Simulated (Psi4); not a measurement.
Psi4 input (wB97X-D/6-311+G**):

```
memory 1500 MB

molecule {
0 2
C    -1.79819800    0.60187500   -0.22409100
C    -0.57937400   -0.32320500   -0.26397500
B     0.76484300    0.25642600    0.28534500
O     1.90855400   -0.45054700    0.30766100
H    -1.62300400    1.50778000   -0.80693600
H    -2.68610800    0.11094900   -0.62701200
H    -2.02218000    0.91266400    0.79782200
H    -0.77921800   -1.24524400    0.29933600
H    -0.38311900   -0.65471500   -1.29305200
H     2.66640700    0.01879600    0.67022700
symmetry c1
no_reorient
no_com
}

set {
  basis 6-311+G**
  reference uks
  scf_type df
  df_basis_scf def2-universal-jkfit
  dft_radial_points 99
  dft_spherical_points 590
  e_convergence 1e-8
  d_convergence 1e-7
  maxiter 150
}

e = energy('wb97x-d')
print_out(f'\nFINAL {e:.10f} DIPOLE {variable("CURRENT DIPOLE")[0]:.6f} {variable("CURRENT DIPOLE")[1]:.6f} {variable("CURRENT DIPOLE")[2]:.6f}\n')
```

From the output:

```
      73A      1.505681    74A      1.559337    75A      1.628330
      76A      1.628396    77A      1.665703    78A      1.679965
      79A      1.734275    80A      1.746301    81A      1.763229
      82A      1.796820    83A      1.853994    84A      1.938639
      85A      1.975699    86A      1.978566    87A      2.105249
      88A      2.123183    89A      2.152695    90A      2.203133
      91A      2.271933    92A      2.291841    93A      2.409733
      94A      2.410272    95A      2.558208    96A      2.568083
      97A      2.588128    98A      2.619392    99A      2.658129
     100A      2.680490   101A      2.691104   102A      2.716788
     103A      2.745000   104A      2.745883   105A      2.890942
     106A      2.965981   107A      3.137402   108A      3.216380
     109A      3.285671   110A      3.353608   111A      3.576245
     112A      3.725908   113A      3.885255   114A      3.909086
     115A      3.910498   116A      3.941445   117A      4.336015
     118A      5.046358   119A      5.313079   120A      5.655004
     121A     14.705710   122A     24.022190   123A     24.112707
     124A     49.980970

    Final Occupation by Irrep:
              A
    DOCC [    15 ]
    SOCC [     1 ]
    NA   [    16 ]
    NB   [    15 ]

  @DF-UKS Final Energy:  -179.87452649893410

   => Energetics <=

    Nuclear Repulsion Energy =            103.9555615258582435
    One-Electron Energy =                -448.6136206656452714
    Two-Electron Energy =                 182.4167728893816331
    DFT Exchange-Correlation Energy =     -17.6303517507837881
    Empirical Dispersion Energy =          -0.0028884977449262
    VV10 Nonlocal Energy =                  0.0000000000000000
    Total Energy =                       -179.8745264989341024

  UHF NO Occupations:
  HONO-2 :   14  A 1.9996563
  HONO-1 :   15  A 1.9993586
  HONO-0 :   16  A 1.0000000
  LUNO+0 :   17  A 0.0006414
  LUNO+1 :   18  A 0.0003437
  LUNO+2 :   19  A 0.0000678
  LUNO+3 :   20  A 0.0000354

Computation Completed

Properties will be evaluated at   0.000000,   0.000000,   0.000000 [a0]

Properties computed using the SCF density matrix

 Multipole Moments:

 ------------------------------------------------------------------------------------
     Multipole            Electronic (a.u.)      Nuclear  (a.u.)        Total (a.u.)
 ------------------------------------------------------------------------------------

 L = 1.  Multiply by 2.5417464519 to convert [e a0] to [Debye]
 Dipole X            :          0.2699401           -0.0000132            0.2699268
 Dipole Y            :          0.0310872            0.0000076            0.0310948
 Dipole Z            :          0.0786710            0.0000038            0.0786748
 Magnitude           :                                                    0.2828729

 ------------------------------------------------------------------------------------

FINAL -179.8745264989 DIPOLE 0.269927 0.031095 0.078675

*** Psi4 exiting successfully. Buy a developer a beer!
```

The geometry given is a B3LYP-D3(BJ)/def2-TZVP minimum.
